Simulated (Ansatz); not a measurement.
Species: 1,3-thiazole-4-carbaldehyde, C4H3NOS (charge 0, singlet). 
Geometry from a B3LYP-D3(BJ)/def2-TZVP (Ansatz, a program for electronic structure) optimisation:
```xyz
10

O     -2.8774     0.0137     0.1011
C     -1.9478    -0.7570     0.0594
C     -0.5350    -0.3440     0.0147
C     -0.0907     0.9525     0.0145
S      1.6125     0.9833    -0.0449
C      1.6230    -0.7550    -0.0659
N      0.4509    -1.3013    -0.0312
H     -2.0942    -1.8530     0.0515
H     -0.6908     1.8463     0.0461
H      2.5521    -1.3046    -0.1050
```

Parts of the frozen-core correlation energy in cc-pVTZ (Ansatz, hartree). Frozen orbitals: 11; correlated occupied orbitals by spin: 18 and 18; virtual: 227 and 227. Spin-orbit coupling is left out. Non-relativistic. The restricted reference is unstable.

```json
[
 {"term": "reference (HF)", "value": "-680.15094"},
 {"term": "MP2 opposite-spin", "value": "-0.90312"},
 {"term": "MP2 same-spin", "value": "-0.31981"},
 {"term": "CCSD correlation", "value": "-1.23569"},
 {"term": "(T)", "value": "-0.06776"},
 {"term": "T1 diagnostic", "value": "0.016"},
 {"term": "largest doubles amplitude", "value": "0.068"}
]
```
